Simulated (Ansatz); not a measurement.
```yaml
crystal:
  periodic: [false, false, false]
  atoms:
    - {symbol: F, position_ang: [0.556524, -0.283762, -2.179114]}
    - {symbol: Ti, position_ang: [0.289699, -0.366804, -0.360428]}
    - {symbol: Cl, position_ang: [1.192388, -2.534659, -0.106347]}
    - {symbol: C, position_ang: [-1.911177, -0.620398, -1.368018]}
    - {symbol: C, position_ang: [-1.890145, 0.474741, -0.496138]}
    - {symbol: C, position_ang: [-1.775651, 0.045140, 0.817858]}
    - {symbol: C, position_ang: [-1.592989, -1.407553, 0.731321]}
    - {symbol: C, position_ang: [-1.646261, -1.779810, -0.675291]}
    - {symbol: C, position_ang: [0.664044, 1.758682, 0.543380]}
    - {symbol: C, position_ang: [1.476373, 1.629832, -0.550976]}
    - {symbol: C, position_ang: [2.448669, 0.573136, -0.314189]}
    - {symbol: C, position_ang: [2.172452, 0.063045, 0.949967]}
    - {symbol: C, position_ang: [1.038149, 0.741842, 1.522460]}
    - {symbol: H, position_ang: [-1.974459, -0.522024, -2.404667]}
    - {symbol: H, position_ang: [-2.036525, 1.510673, -0.732544]}
    - {symbol: H, position_ang: [-1.686952, 0.575961, 1.758195]}
    - {symbol: H, position_ang: [-1.380230, -2.099705, 1.504101]}
    - {symbol: H, position_ang: [-1.570360, -2.716754, -1.030904]}
    - {symbol: H, position_ang: [-0.177847, 2.446881, 0.704549]}
    - {symbol: H, position_ang: [1.378546, 2.243042, -1.451721]}
    - {symbol: H, position_ang: [3.162990, 0.229157, -0.946789]}
    - {symbol: H, position_ang: [2.707119, -0.722550, 1.442883]}
    - {symbol: H, position_ang: [0.647192, 0.571924, 2.507249]}
basis:
  gaussian: {orbitals: aug-pcseg-2, final_grid: {core_spheres: 20, valence_spheres: 16, degree: 47}}
magnetization: {spin_polarized: true, initial_magnetization: 1}
hamiltonian: {xc: {name: PBEsol}}
output: {forces: true}
```

```sh
$ ansatz run in.yaml --threads 11 --pin off --events-out ev --progress --plain --max-ram 174080MiB --backend cuda --devices 0, --max-vram 75GiB
```

It prints (some lines left out):

```
Error: a molecule whose nuclei and cores have a total charge of 118 cannot have a net charge of 0 together with 1 unpaired electrons
```

(1) Something in this input is off. What?

Answers

(1) The number of unpaired electrons doesn't fit the electron count. The input was rejected before any iteration.
